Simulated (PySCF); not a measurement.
HNSi, SMILES [NH+]#[Si-]. Atoms are numbered in the order given.

```xyz
3

H      0.0000     0.0000    -1.9384
N      0.0000     0.0000    -0.9383
Si     0.0000     0.0000     0.6076
```
Charge 0, spin multiplicity 1.

Coordinates come from a PBE0-D3(BJ)/def2-TZVPD optimisation.

Level of theory: PBE0/pcJ-2 (PySCF).

Isotropic couplings with Fermi-contact, spin-dipole and both spin-orbit terms, one fixed conformer, no vibrational averaging. Isotopes: 14N, 1H, 29Si.

Estimate the spin–spin coupling constants. (Estimate from the structure and the level; the computed values follow.)


```tsv
pair	bonds apart	J (Hz)
H1–N2	1	65.8
N2–Si3	1	6.6
H1–Si3	2	-18.4
```
